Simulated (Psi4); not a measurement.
ClLi, charge +1, doublet, geometry from GFN2-xTB (such geometries of metal compounds can be far from the true shape) (a state made from the parent by changing its charge; the spin is typed, not shown lowest); PBE/def2-SVP (Psi4).

The Psi4 input:
```
memory 2 GB

molecule {
1 2
  Li   -0.00000000   -0.00000000   -1.95078436
  Cl    0.00000000    0.00000000    0.34425606
symmetry c2
}

set basis def2-svp
set reference uks

energy('pbe')
print_variables()
```

Problem. What does Psi4 print? Leave out banner, timings and long lists.

Solution. 
```
   => Loading Basis Set <=

    Name: DEF2-SVP
    Role: ORBITAL
    Keyword: BASIS

         ---------------------------------------------------------
                                   SCF
               by Justin Turney, Rob Parrish, Andy Simmonett
                          and Daniel G. A. Smith
                              UKS Reference
         ---------------------------------------------------------

  ==> Geometry <==

    Molecular point group: c2
    Full point group: C_inf_v

    Geometry (in Angstrom), charge = 1, multiplicity = 2:

       Center              X                  Y                   Z               Mass
    ------------   -----------------  -----------------  -----------------  -----------------
         LI           0.000000000000     0.000000000000    -1.911520909337     7.016003436600
         CL           0.000000000000     0.000000000000     0.383519510663    34.968852682000

  Running in c2 symmetry.

  Rotational constants: A = ************  B =      0.54769  C =      0.54769 [cm^-1]
  Rotational constants: A = ************  B =  16419.42766  C =  16419.42766 [MHz]
  Nuclear repulsion =   11.759286463534266

  Charge       = 1
  Multiplicity = 2
  Electrons    = 19
  Nalpha       = 10
  Nbeta        = 9

  ==> Algorithm <==

  SCF Algorithm Type is DF.
  DIIS enabled.
  MOM disabled.
  Fractional occupation disabled.
  Guess Type is SAD.
  Energy threshold   = 1.00e-06
  Density threshold  = 1.00e-06
  Integral threshold = 1.00e-12

  ==> Primary Basis <==

  Basis Set: DEF2-SVP
    Blend: DEF2-SVP
    Number of shells: 13
    Number of basis functions: 27
    Number of Cartesian functions: 28
    Spherical Harmonics?: true
    Max angular momentum: 2

  ==> DFT Potential <==

   => LibXC <=

    Version 7.1.2
    S. Lehtola, C. Steigemann, M. J. T. Oliveira, and M. A. L. Marques,  SoftwareX 7, 1–5 (2018) (10.1016/j.softx.2017.11.002)

   => Composite Functional: PBE <=

    PBE GGA Exchange-Correlation Functional

    J.P. Perdew et. al., Phys. Rev. Lett., 77(18), 3865-3868, 1996

    Deriv               =              1
    GGA                 =           TRUE
    Meta                =          FALSE

    Exchange Hybrid     =          FALSE
    MP2 Hybrid          =          FALSE

   => Exchange Functionals <=

    1.0000     XC_GGA_X_PBE

   => Correlation Functionals <=

    1.0000     XC_GGA_C_PBE

   => LibXC Density Thresholds  <==

    XC_GGA_C_PBE:  1.00E-12
    XC_GGA_X_PBE:  1.00E-15

   => Molecular Quadrature <=

    Radial Scheme          =       TREUTLER
    Pruning Scheme         =           NONE
    Nuclear Scheme         =       TREUTLER

    Blocking Scheme        =         OCTREE
    BS radius alpha        =              1
    Pruning alpha          =              1
    Radial Points          =             75
    Spherical Points       =            302
    Total Points           =          44343
    Total Blocks           =            436
    Max Points             =            256
    Max Functions          =             27
    Weights Tolerance      =       1.00E-15

   => Loading Basis Set <=

    Name: (DEF2-SVP AUX)
    Role: JKFIT
    Keyword: DF_BASIS_SCF

  ==> Integral Setup <==

  SCF_SUBTYPE=INCORE selected. In-core MEM_DF algorithm will be used.
  Using in-core AOs.

  ==> MemDFJK: Density-Fitted J/K Matrices <==

    J tasked:                   Yes
    K tasked:                    No
    wK tasked:                   No
    Algorithm:                 Core
    Schwarz Cutoff:           1E-12
    Mask sparsity (%):       0.0000
    Fitting Condition:        1E-10

   => Auxiliary Basis Set <=

  Basis Set: (DEF2-SVP AUX)
    Blend: DEF2-UNIVERSAL-JKFIT
    Number of shells: 55
    Number of basis functions: 179
    Number of Cartesian functions: 215
    Spherical Harmonics?: true
    Max angular momentum: 4

  Minimum eigenvalue in the overlap matrix is 6.1381648842E-02.
  Reciprocal condition number of the overlap matrix is 2.1502438390E-02.
    Using symmetric orthogonalization.

  ==> Pre-Iterations <==

  SCF Guess: Superposition of Atomic Densities via on-the-fly atomic UHF (no occupation information).

   -------------------------
    Irrep   Nso     Nmo
   -------------------------
     A         15      15
     B         12      12
   -------------------------
    Total      27      27
   -------------------------

  ==> Iterations <==

                           Total Energy        Delta E     RMS |[F,P]|

   @DF-UKS iter SAD:  -467.13516865191872   -4.67135e+02   0.00000e+00
   @DF-UKS iter   1:  -467.06808193582481    6.70867e-02   4.64440e-03 DIIS/ADIIS
   @DF-UKS iter   2:  -467.07103684283032   -2.95491e-03   2.76489e-03 DIIS/ADIIS
   @DF-UKS iter   3:  -467.07247179951725   -1.43496e-03   4.75869e-04 DIIS/ADIIS
   @DF-UKS iter   4:  -467.07251771487751   -4.59154e-05   4.04032e-05 DIIS
   @DF-UKS iter   5:  -467.07251800037511   -2.85498e-07   1.81406e-05 DIIS
   @DF-UKS iter   6:  -467.07251806856686   -6.81918e-08   6.27499e-07 DIIS
  Energy and wave function converged.

  ==> Post-Iterations <==

   Electrons on quadrature grid:
      Nalpha   =    9.9999989831 ; deviation = -1.017e-06
      Nbeta    =    8.9999995549 ; deviation = -4.451e-07
      Ntotal   =   18.9999985380 ; deviation = -1.462e-06

   @Spin Contamination Metric:   1.791002174E-03
   @S^2 Expected:                7.500000000E-01
   @S^2 Observed:                7.517910022E-01
   @S   Expected:                5.000000000E-01
   @S   Observed:                5.000000000E-01

    Orbital Energies [Eh]
    ---------------------

    Alpha Occupied:

       1A   -100.925906     2A     -9.458276     1B     -7.298519
       3A     -7.277016     2B     -7.274338     4A     -2.168535
       5A     -1.001375     3B     -0.589174     6A     -0.558235
       4B     -0.532797

    Alpha Virtual:

       7A     -0.238436     5B     -0.185120     6B     -0.181565
       8A     -0.129297     9A     -0.080564    10A      0.194186
       7B      0.256383     8B      0.258256    11A      0.305113
      12A      0.411502     9B      0.413296    13A      0.416068
      10B      0.460341    14A      0.499106    11B      0.562454
      12B      0.603506    15A      0.769131

    Beta Occupied:

       1A   -100.920320     2A     -9.452794     1B     -7.282785
       3A     -7.273527     2B     -7.270882     4A     -2.168633
       5A     -0.959063     6A     -0.542701     3B     -0.516822

    Beta Virtual:

       4B     -0.507094     7A     -0.235715     5B     -0.181353
       6B     -0.178948     8A     -0.123628     9A     -0.078908
      10A      0.201049     7B      0.258118     8B      0.258777
      11A      0.324370     9B      0.469319    10B      0.471836
      12A      0.474386    13A      0.484589    14A      0.517433
      11B      0.614960    12B      0.619982    15A      0.782945

    Final Occupation by Irrep:
              A     B
    DOCC [     6,    3 ]
    SOCC [     0,    1 ]
    NA   [     6,    4 ]
    NB   [     6,    3 ]

  @DF-UKS Final Energy:  -467.07251806856686

   => Energetics <=

    Nuclear Repulsion Energy =             11.7592864635342664
    One-Electron Energy =                -663.1934467489420513
    Two-Electron Energy =                 214.0189001114177927
    DFT Exchange-Correlation Energy =     -29.6572578945768832
    Empirical Dispersion Energy =           0.0000000000000000
    VV10 Nonlocal Energy =                  0.0000000000000000
    Total Energy =                       -467.0725180685668647

  UHF NO Occupations:
  HONO-2 :    5  A 1.9999489
  HONO-1 :    6  A 1.9991845
  HONO-0 :    4  B 1.0000000
  LUNO+0 :    7  A 0.0008155
  LUNO+1 :    8  A 0.0000511
  LUNO+2 :    5  B 0.0000290
  LUNO+3 :    6  B 0.0000002

Computation Completed

Properties will be evaluated at   0.000000,   0.000000,   0.000000 [a0]

Properties computed using the SCF density matrix

 Multipole Moments:

 ------------------------------------------------------------------------------------
     Multipole            Electronic (a.u.)      Nuclear  (a.u.)        Total (a.u.)
 ------------------------------------------------------------------------------------

 L = 1.  Multiply by 2.5417464519 to convert [e a0] to [Debye]
 Dipole X            :          0.0000000            0.0000000            0.0000000
 Dipole Y            :          0.0000000            0.0000000            0.0000000
 Dipole Z            :         -4.4962271            1.4839433           -3.0122838
 Magnitude           :                                                    3.0122838

 ------------------------------------------------------------------------------------

  Variable Map:
  ----------------------------------------------------------------------------
  "CURRENT ENERGY"              =>    -467.072518068567
  "CURRENT REFERENCE ENERGY"    =>    -467.072518068567
  "DD SOLVATION ENERGY"         =>       0.000000000000
  "DFT FUNCTIONAL TOTAL ENERGY" =>    -467.072518068567
  "DFT TOTAL ENERGY"            =>    -467.072518068567
  "DFT VV10 ENERGY"             =>       0.000000000000
  "DFT XC ENERGY"               =>     -29.657257894577
  "GRID ELECTRONS ALPHA"        =>       9.999998983137
  "GRID ELECTRONS BETA"         =>       8.999999554883
  "GRID ELECTRONS TOTAL"        =>      18.999998538020
  "NUCLEAR REPULSION ENERGY"    =>      11.759286463534
  "ONE-ELECTRON ENERGY"         =>    -663.193446748942
  "PCM POLARIZATION ENERGY"     =>       0.000000000000
  "PE ENERGY"                   =>       0.000000000000
  "SCF ITERATION ENERGY"        =>    -467.072518068567
  "SCF ITERATIONS"              =>       6.000000000000
  "SCF TOTAL ENERGY"            =>    -467.072518068567
  "TWO-ELECTRON ENERGY"         =>     214.018900111418
  "XC GRID RADIAL POINTS"       =>      75.000000000000
  "XC GRID SPHERICAL POINTS"    =>     302.000000000000
  "XC GRID TOTAL POINTS"        =>   44343.000000000000

  Array Variable Map:
  ----------------------------------------------------------------------------
  "CURRENT DIPOLE"              =>       0.000000000000 ... -3.012283797015 1 by 3
  "SCF DIPOLE"                  =>       0.000000000000 ... -3.012283797015 1 by 3
  "SCF TOTAL ENERGIES"          =>    -467.135168651919 ... -467.072518068567 1 by 7
```
